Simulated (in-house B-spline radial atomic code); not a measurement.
## Ionising V with different functionals

Computed with a radial B-spline atomic code at the basis-set limit: non-relativistic Hamiltonian, point nucleus, spin-polarised at highest spin, spherical fractional occupations for the functionals, the average over the highest-spin determinants for Hartree-Fock. The ionisation energy is the difference of two self-consistent energies, [Ar] 3d3 4s2 → [Ar] 3d4, without Breit or QED terms; ε is the level of the shell that loses the electron (its least bound occupied spin orbital). The two configurations differ by more than the removed electron.

Hybrids are left out here: with spherical fractional occupations of an open shell their exact exchange keeps a self-interaction that integer-occupation calculations don't have.

| method | rung | ΔSCF (eV) | -ε(4s) (eV) |
| --- | --- | --- | --- |
| Hartree-Fock | Hartree-Fock | 5.31 | 5.88 |
| LDA VWN5 | LDA | 5.94 | 4.38 |
| LDA PW92 | LDA | 5.95 | 4.39 |
| LDA exchange-only | LDA | ? | ? |
| PBE | GGA | ? | ? |
| PBEsol | GGA | 5.61 | 4.24 |
| BLYP | GGA | 5.95 | 4.20 |
| RPBE | GGA | 5.62 | 4.20 |
| PW91 | GGA | 5.70 | 4.27 |
| BP86 | GGA | 5.90 | 4.39 |
| AM05 | GGA | 5.59 | 4.19 |
| OLYP | GGA | 5.34 | 4.02 |
| TPSS | meta-GGA | 5.46 | 4.22 |
| SCAN | meta-GGA | 5.41 | 4.33 |
| r2SCAN | meta-GGA | 5.26 | 4.32 |
| M06-L | meta-GGA | 5.78 | 4.31 |
| revTPSS | meta-GGA | 5.51 | 4.29 |

Problem. What does PBE give?

Solution. ΔSCF 5.68 eV, and -ε(4s) = 4.25 eV.

Problem. What does LDA exchange-only give?

Solution. ΔSCF 5.03 eV, and -ε(4s) = 3.35 eV.

Problem. How do they compare with the NIST value?

Solution. NIST lists 6.746 eV (measured, ground level to ground level). Errors run from -1.72 to -0.79 eV. The correlated functionals all miss on the same side by more than they spread, so the cause is common to them (relativity, Breit-QED terms, multiplet and fine-structure energies, or a listed next ion that isn't the cheapest removal here) and closeness doesn't rank the functionals. Hartree-Fock also lacks correlation.
